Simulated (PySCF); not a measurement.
P(2+): excitation energy

P(2+) [Ne] 3s2 3p1 (2P) → P(2+) [Ne] 3s2 4s1 (2S), as a difference of total energies. Computed with PySCF 2.14 in dyall-av3z (19s12p3d2f, 84 functions), with no relativity, point nucleus. Correlated levels: valence: [Ne] frozen; virtual orbitals above 40 to 60 times the deepest correlated orbital energy dropped. The calculations carry no spin-orbit coupling.

```
           method  excitation energy (cm⁻¹)
              UHF                    116850
    MP2 (valence)                    116590
SCS-MP2 (valence)                    116820
   CCSD (valence)                    117580
CCSD(T) (valence)                    117350
```

A first-order spin-orbit estimate (lowest level to lowest level, LS coupling) adds 0.041 eV.

The promoted electron is Rydberg-like, and one or two diffuse shells describe it only roughly, which tends to raise the upper state.
